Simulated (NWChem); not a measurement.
System: CNO anion

Excerpt of the output:

```
             Northwest Computational Chemistry Package (NWChem) 7.3.0
             --------------------------------------------------------

 ORDER OF PRIMARY AXIS IS BEING SET TO 4
 C4V symmetry detected

                             Geometry "geometry" -> ""
                             -------------------------

 Output coordinates in angstroms (scale by  1.889725989 to convert to a.u.)

  No.       Tag          Charge          X              Y              Z
 ---- ---------------- ---------- -------------- -------------- --------------
    1 N                    7.0000     0.00000000     0.00000000     1.26257295
    2 C                    6.0000     0.00000000     0.00000000     0.07176895
    3 O                    8.0000     0.00000000     0.00000000    -1.15857805

 Effective nuclear repulsion energy (a.u.)      51.5488317420

      Symmetry information
      --------------------

 Group name             C4v
 Group number             18
 Group order               8
 No. of unique centers     3

                                 NWChem DFT Module
                                 -----------------

 Summary of "ao basis" -> "ao basis" (spherical)
 ------------------------------------------------------------------------------
       Tag                 Description            Shells   Functions and Types
 ---------------- ------------------------------  ------  ---------------------
 N                         def2-svpd                 8       20   4s2p2d
 C                         def2-svpd                 8       20   4s2p2d
 O                         def2-svpd                 9       23   4s3p2d

      Symmetry analysis of basis
      --------------------------

        a1         25
        a2          0
        b1          6
        b2          6
        e          26

            General Information
            -------------------
          SCF calculation type: DFT
          Wavefunction type:  closed shell.
          No. of atoms     :     3
          No. of electrons :    22
           Alpha electrons :    11
            Beta electrons :    11
          Charge           :    -1
          Spin multiplicity:     1
          Use of symmetry is: on ; symmetry adaption is: on
          Maximum number of iterations: 150
          AO basis - number of functions:    63
                     number of shells:    25
          Convergence on energy requested:  1.00D-06
          Convergence on density requested:  1.00D-05
          Convergence on gradient requested:  5.00D-04

              XC Information
              --------------
                         B3LYP Method XC Potential
                     Hartree-Fock (Exact) Exchange  0.200
                        Slater Exchange Functional  0.800 local
                    Becke 1988 Exchange Functional  0.720 non-local
              Lee-Yang-Parr Correlation Functional  0.810
                  VWN I RPA Correlation Functional  0.190 local

             Grid Information
             ----------------
          Grid used for XC integration:  medium
          Radial quadrature: Mura-Knowles
          Angular quadrature: Lebedev.
          Tag              B.-S. Rad. Rad. Pts. Rad. Cut. Ang. Pts.
          ---              ---------- --------- --------- ---------
          N                   0.65       49          10.0       434
          C                   0.70       49           8.0       434
          O                   0.60       49           9.0       434
          Grid pruning is: on
          Number of quadrature shells:   147
          Spatial weights used:  Erf1

      Superposition of Atomic Density Guess
      -------------------------------------

 Sum of atomic energies:        -166.56386776

 Renormalizing density from      21.00 to     22

      Non-variational initial energy
      ------------------------------

 Total energy =    -172.367446
 1-e energy   =    -344.545228
 2-e energy   =     120.628950
 HOMO         =       0.053031
 LUMO         =       0.279156

      Symmetry analysis of molecular orbitals - initial
      -------------------------------------------------

 !! scf_movecs_sym_adapt:   12 vectors were symmetry contaminated

  Symmetry fudging

 !! scf_movecs_sym_adapt:   12 vectors were symmetry contaminated

  Numbering of irreducible representations:

     1 a1          2 a2          3 b1          4 b2          5 e

  Orbital symmetries:

     1 a1          2 a1          3 a1          4 a1          5 a1
     6 a1          7 e           8 e           9 a1         10 e
    11 e          12 a1         13 a1         14 e          15 e
    16 a1         17 a1         18 e          19 e          20 b1
    21 b2

     ---------------------------------------------
      Total Density - Mulliken Population Analysis
     ---------------------------------------------

    Atom       Charge   Shell Charges
 -----------   ------   -------------------------------------------------------
    1 N    7     7.80   1.99  1.01  0.78  0.24  2.23  1.53  0.02  0.01
    2 C    6     5.22   1.99  0.85  0.13 -0.09  1.38  0.52  0.09  0.36
    3 O    8     8.97   1.99  1.02  0.82  0.11  2.58  2.08  0.32  0.01  0.04

   convergence    iter        energy       DeltaE   RMS-Dens  Diis-err
 ---------------- ----- ----------------- --------- --------- ---------
 d= 0,ls=0.0,diis     1   -167.8180722045 -2.19D+02  3.40D-02  1.59D+00
 d= 0,ls=0.0,diis     2   -167.5532592194  2.65D-01  2.32D-02  4.19D+00
 d= 0,ls=0.0,diis     3   -167.9370008454 -3.84D-01  1.04D-02  7.04D-01
 d= 0,ls=0.0,diis     4   -168.0125693030 -7.56D-02  1.75D-03  2.03D-02
 d= 0,ls=0.0,diis     5   -168.0138195340 -1.25D-03  8.32D-04  8.79D-03
  Resetting Diis
 d= 0,ls=0.0,diis     6   -168.0146299959 -8.10D-04  8.32D-05  1.78D-05
 d= 0,ls=0.0,diis     7   -168.0146319807 -1.98D-06  1.85D-05  3.93D-08
 d= 0,ls=0.0,diis     8   -168.0146319859 -5.19D-09  2.48D-06  7.11D-09

         Total DFT energy =     -168.014631985936
      One electron energy =     -336.462982002316
           Coulomb energy =      137.962429861218
    Exchange-Corr. energy =      -21.062911586805
 Nuclear repulsion energy =       51.548831741966

 Numeric. integr. density =       22.000001230468

                  Occupations of the irreducible representations
                  ----------------------------------------------

                     irrep           alpha         beta
                     --------     --------     --------
                     a1                7.0          7.0
                     a2                0.0          0.0
                     b1                0.0          0.0
                     b2                0.0          0.0
                     e                 4.0          4.0

                       DFT Final Molecular Orbital Analysis
                       ------------------------------------

 Vector    9  Occ=2.000000D+00  E=-1.239837D-01  Symmetry=a1
              MO Center=  7.2D-16, -5.7D-16,  1.4D+00, r^2= 1.0D+00
   Bfn.  Coefficient  Atom+Function         Bfn.  Coefficient  Atom+Function
  ----- ------------  ---------------      ----- ------------  ---------------
     3      0.489372  1 N  s                  7     -0.465598  1 N  pz
    23     -0.356071  2 C  s                  4      0.324744  1 N  s
     2      0.315570  1 N  s                 30     -0.255034  2 C  pz
    27     -0.253039  2 C  pz                22     -0.228105  2 C  s
    44     -0.158510  3 O  s                  1      0.152540  1 N  s

 Vector   10  Occ=2.000000D+00  E=-2.655938D-02  Symmetry=e
              MO Center= -1.7D-15, -1.5D-16,  2.5D-01, r^2= 2.1D+00
   Bfn.  Coefficient  Atom+Function         Bfn.  Coefficient  Atom+Function
  ----- ------------  ---------------      ----- ------------  ---------------
     5      0.442492  1 N  px                45      0.410078  3 O  px
    48      0.275157  3 O  px                 8     -0.228403  1 N  px
    25     -0.182500  2 C  px                28     -0.160117  2 C  px
    39      0.138778  2 C  d  1              34      0.054953  2 C  d  1
     6      0.028340  1 N  py                46      0.026264  3 O  py

 Vector   11  Occ=2.000000D+00  E=-2.655938D-02  Symmetry=e
              MO Center= -1.9D-16,  1.0D-15,  2.5D-01, r^2= 2.1D+00
   Bfn.  Coefficient  Atom+Function         Bfn.  Coefficient  Atom+Function
  ----- ------------  ---------------      ----- ------------  ---------------
     6      0.442492  1 N  py                46      0.410078  3 O  py
    49      0.275157  3 O  py                 9     -0.228403  1 N  py
    26     -0.182500  2 C  py                29     -0.160117  2 C  py
    37     -0.138778  2 C  d -1              32     -0.054953  2 C  d -1
     5     -0.028340  1 N  px                45     -0.026264  3 O  px

 Vector   12  Occ=0.000000D+00  E= 2.006205D-01  Symmetry=a1
              MO Center=  5.0D-16,  8.6D-16, -6.2D-01, r^2= 8.0D+00
   Bfn.  Coefficient  Atom+Function         Bfn.  Coefficient  Atom+Function
  ----- ------------  ---------------      ----- ------------  ---------------
    24      8.697337  2 C  s                 44     -4.985745  3 O  s
     4     -2.908166  1 N  s                 53     -2.007853  3 O  pz
    38      0.752410  2 C  d  0              43     -0.600861  3 O  s
    30     -0.297442  2 C  pz                23     -0.238210  2 C  s
    18      0.235624  1 N  d  0               2     -0.182473  1 N  s

[...]
```

Level: B3LYP/def2-SVPD. Structure relaxed at the B3LYP/def2-SVPD level. B3LYP is NWChem's, with the RPA form of VWN correlation.

Q: Which NWChem input produces such a log?

A: Several could match; the one computed here: the input that was run:
```
start job
memory heap 200 mb stack 900 mb global 1100 mb
charge -1
geometry units angstroms noautoz
  N      0.000000     0.000000     1.261754
  C      0.000000     0.000000     0.070950
  O      0.000000     0.000000    -1.159397
end
basis spherical
  N library def2-svpd
  C library def2-svpd
  O library def2-svpd
end
dft
  xc b3lyp
  iterations 150
  mulliken
end
task dft energy
```
